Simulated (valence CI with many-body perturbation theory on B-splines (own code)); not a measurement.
**E1 transitions of Tb⁵⁰⁺**

Computed by valence CI with perturbative core correlation (CI+MBPT): five valence electrons over a frozen Dirac-Fock core [Ne], a basis of 11 s, 11 p, 10 d, 8 f, 5 g, 2 h functions for each j, with the one-electron correlation potential Σ1 (screened to all orders), the two-electron term Σ2, the three-electron term Σ3, Breit, model QED; selected single and double excitations, second order for the rest, scaled by the run's own slope (own B-spline code, finite nucleus).

No measured spectrum was set against this ion. As an estimate, large intervals hold to a few tenths of a per cent, small ones and those within an open d or f shell to about a per cent. Among the levels kept, up to 3200 cm⁻¹ of a level comes from second order outside the variational space, and about a tenth of that is noise between levels of different J, which matters for small intervals.

Lines 201 to 250 of 565 in falling wavelength, among levels below 7237.8 × 10³ cm⁻¹, chosen from the strongest by gf and those to the six lowest levels. Wavelengths and rates use the calculated energies. Electric multipoles are in the length gauge with retardation, E1 and E2 with the static RPA response of the core. Weak lines are less certain than strong ones. Lines between different terms over intervals too small for the method are left out, as are lines whose strength nearly cancels. Where a level lies close to another of its J and parity, the split of strength between their lines is uncertain. The highest levels of a list are the least certain.

Levels are named by their leading jj configuration (3d3/2^4 stands for four electrons in 3d with j = 3/2), which in mixed levels can hold well under half, so a name can repeat and another be missing. Letters in brackets count levels of one name in rising energy.

```tsv
λ vac (Å)	Upper	Lower	A (s⁻¹)	log gf	Branch %
46.68	(3s^2 3p1/2 3p3/2 3d5/2) J=3/2 [b]	(3s^2 3p1/2 3p3/2^2) J=5/2	4.73e+10	-1.21	21.8
46.66	(3s 3p1/2 3p3/2^2 3d5/2) J=3/2 [b]	(3s 3p1/2 3p3/2^3) J=3/2 [a]	2.79e+11	-0.44	34.8
46.64	(3s 3p1/2^2 3p3/2 3d3/2) J=3/2 [a]	(3s^2 3p1/2^2 3d5/2) J=5/2	2.58e+08	-3.47	0.5
46.61	(3s^2 3p1/2 3d5/2^2) J=7/2	(3s^2 3p1/2 3p3/2 3d5/2) J=7/2 [a]	5.23e+10	-0.87	14.4
46.55	(3s^2 3p1/2 3d5/2^2) J=3/2	(3s^2 3p1/2 3p3/2 3d5/2) J=3/2 [a]	1.98e+11	-0.59	49.6
46.51	(3s^2 3p3/2 3d3/2 3d5/2) J=5/2 [c]	(3s^2 3p3/2^2 3d3/2) J=5/2	9.94e+10	-0.71	5.8
46.50	(3s 3p1/2 3p3/2^2 3d5/2) J=3/2 [e]	(3s 3p1/2 3p3/2^3) J=1/2	4.50e+11	-0.23	36.1
46.46	(3s 3p1/2^2 3d5/2^2) J=9/2	(3s 3p1/2^2 3p3/2 3d5/2) J=9/2	6.18e+10	-0.70	24.5
46.44	(3s 3p1/2 3p3/2^2 3d5/2) J=5/2 [e]	(3s 3p1/2 3p3/2^3) J=5/2	2.91e+11	-0.25	34.5
46.34	(3s 3p1/2^2 3d5/2^2) J=7/2	(3s 3p1/2^2 3p3/2 3d5/2) J=5/2 [a]	2.27e+10	-1.23	8.4
46.34	(3s 3p1/2 3p3/2^2 3d5/2) J=5/2 [c]	(3s 3p1/2 3p3/2^3) J=3/2 [a]	2.78e+11	-0.27	36.6
46.21	(3s^2 3p3/2 3d5/2^2) J=1/2	(3s^2 3p3/2^2 3d5/2) J=1/2	4.13e+11	-0.58	59.4
46.12	(3s 3p1/2^2 3d3/2 3d5/2) J=7/2 [b]	(3s 3p1/2^2 3p3/2 3d3/2) J=7/2	2.61e+10	-1.18	13.3
46.07	(3s^2 3p1/2 3p3/2 3d5/2) J=5/2 [b]	(3s^2 3p1/2 3p3/2^2) J=3/2	3.99e+11	-0.12	83.7
46.02	(3s^2 3p3/2 3d3/2 3d5/2) J=3/2 [b]	(3s^2 3p3/2^2 3d3/2) J=3/2 [a]	6.15e+10	-1.11	3.5
45.99	(3s^2 3p3/2 3d3/2 3d5/2) J=9/2 [b]	(3s^2 3p3/2^2 3d3/2) J=7/2	5.19e+11	0.22	36.3
45.97	(3s^2 3p3/2 3d5/2^2) J=5/2	(3s^2 3p3/2^2 3d3/2) J=3/2 [a]	9.93e+10	-0.72	13.5
45.90	(3s^2 3p3/2^2 3d5/2) J=5/2 [b]	(3s^2 3p3/2^3) J=3/2	5.59e+11	0.03	98.9
45.88	(3s 3p1/2^2 3p3/2 3d5/2) J=7/2 [b]	(3s 3p1/2^2 3p3/2^2) J=5/2	1.07e+11	-0.57	21.9
45.74	(3s 3p1/2^2 3d3/2 3d5/2) J=5/2 [b]	(3s 3p1/2^2 3p3/2 3d3/2) J=5/2 [a]	5.63e+10	-0.97	28.3
45.62	(3s^2 3p3/2 3d3/2 3d5/2) J=3/2 [b]	(3s^2 3p3/2^2 3d3/2) J=5/2	3.63e+10	-1.34	2.1
45.60	(3s 3p1/2^2 3p3/2 3d3/2) J=7/2	(3s^2 3p1/2^2 3d5/2) J=5/2	6.57e+09	-1.79	27.2
45.57	(3s^2 3p3/2 3d5/2^2) J=5/2	(3s^2 3p3/2^2 3d3/2) J=5/2	4.36e+10	-1.09	5.9
45.56	(3s^2 3p3/2 3d3/2 3d5/2) J=3/2 [c]	(3s^2 3p3/2^2 3d3/2) J=1/2	3.43e+11	-0.37	16.1
45.49	(3s 3p1/2 3p3/2^2 3d5/2) J=3/2 [d]	(3s 3p1/2 3p3/2^3) J=5/2	6.16e+10	-1.12	3.4
45.39	(3s^2 3p3/2 3d3/2 3d5/2) J=3/2 [c]	(3s^2 3p3/2^2 3d3/2) J=3/2 [a]	1.12e+11	-0.86	5.3
45.39	(3s^2 3p3/2 3d3/2^2) J=7/2	(3s 3p1/2 3p3/2^3) J=5/2	2.57e+10	-1.20	1.2
44.98	(3s 3p1/2 3p3/2^2 3d3/2) J=7/2 [b]	(3s^2 3p1/2 3p3/2 3d5/2) J=5/2 [b]	3.36e+10	-1.09	3.4
44.95	(3s^2 3p1/2 3p3/2 3d5/2) J=3/2 [b]	(3s^2 3p1/2 3p3/2^2) J=3/2	6.14e+08	-3.13	0.3
44.57	(3p1/2^2 3p3/2^2 3d3/2) J=7/2	(3s 3p1/2^2 3p3/2 3d5/2) J=5/2 [b]	3.02e+10	-1.14	3.4
44.55	(3s^2 3p3/2 3d3/2 3d5/2) J=5/2 [d]	(3s^2 3p3/2^2 3d3/2) J=3/2 [a]	4.88e+10	-1.06	4.4
44.46	(3s^2 3p1/2 3p3/2 3d5/2) J=1/2	(3s^2 3p1/2 3p3/2^2) J=3/2	6.20e+10	-1.44	20.0
44.35	(3s^2 3p3/2 3d3/2^2) J=3/2 [a]	(3s 3p1/2 3p3/2^3) J=5/2	6.04e+10	-1.15	2.4
44.26	(3s^2 3p3/2 3d3/2 3d5/2) J=5/2 [d]	(3s^2 3p3/2^2 3d3/2) J=7/2	5.93e+10	-0.98	5.3
44.15	(3s 3p1/2^2 3d5/2^2) J=1/2	(3s 3p1/2^2 3p3/2 3d5/2) J=3/2 [a]	8.35e+10	-1.31	22.6
44.10	(3s 3p1/2 3p3/2^2 3d5/2) J=5/2 [e]	(3s 3p1/2 3p3/2^3) J=3/2 [a]	9.98e+10	-0.76	11.8
44.03	(3s 3p1/2^2 3p3/2 3d5/2) J=5/2 [b]	(3s 3p1/2^2 3p3/2^2) J=5/2	2.79e+10	-1.31	5.3
43.82	(3s^2 3p3/2 3d5/2^2) J=9/2	(3s^2 3p3/2^2 3d3/2) J=7/2	3.10e+10	-1.05	7.3
43.24	(3s 3p1/2 3p3/2^2 3d5/2) J=7/2 [a]	(3s^2 3p1/2 3p3/2 3d5/2) J=5/2 [b]	1.16e+11	-0.58	18.4
43.11	(3s 3p1/2^2 3p3/2 3d3/2) J=3/2 [b]	(3s^2 3p1/2^2 3d5/2) J=5/2	4.29e+09	-2.32	1.6
42.41	(3s 3p1/2 3p3/2^2 3d3/2) J=7/2 [a]	(3s^2 3p1/2 3p3/2 3d3/2) J=5/2 [b]	2.10e+10	-1.34	6.6
41.60	(3s 3p1/2 3p3/2^2 3d3/2) J=1/2 [c]	(3s^2 3p1/2 3p3/2 3d5/2) J=3/2 [b]	9.65e+10	-1.30	6.8
41.41	(3s 3p1/2^2 3p3/2 3d3/2) J=5/2 [b]	(3s^2 3p1/2^2 3d5/2) J=5/2	4.15e+09	-2.19	0.8
40.87	(3s 3p1/2 3p3/2^2 3d5/2) J=9/2 [b]	(3s^2 3p1/2 3p3/2 3d5/2) J=7/2 [b]	1.10e+11	-0.56	42.2
40.15	(3s 3p1/2 3p3/2^2 3d3/2) J=5/2 [b]	(3s^2 3p1/2 3p3/2 3d3/2) J=3/2 [b]	9.32e+10	-0.87	7.8
39.82	(3s 3p1/2 3p3/2^3) J=3/2 [a]	(3s^2 3p1/2 3p3/2^2) J=1/2	1.57e+10	-1.83	3.2
39.64	(3s 3p1/2 3p3/2^2 3d5/2) J=9/2 [a]	(3s^2 3p1/2 3p3/2 3d5/2) J=7/2 [a]	1.65e+11	-0.41	93.7
39.41	(3s 3p1/2 3p3/2^2 3d3/2) J=5/2 [a]	(3s^2 3p1/2 3p3/2 3d3/2) J=3/2 [a]	9.42e+10	-0.88	36.2
39.32	(3s 3p1/2 3p3/2^2 3d5/2) J=1/2 [b]	(3s^2 3p1/2 3p3/2 3d5/2) J=3/2 [b]	1.99e+11	-1.03	17.3
39.18	(3s 3p1/2 3p3/2^2 3d3/2) J=3/2 [c]	(3s^2 3p1/2 3p3/2 3d3/2) J=1/2 [b]	1.24e+11	-0.94	8.3
```
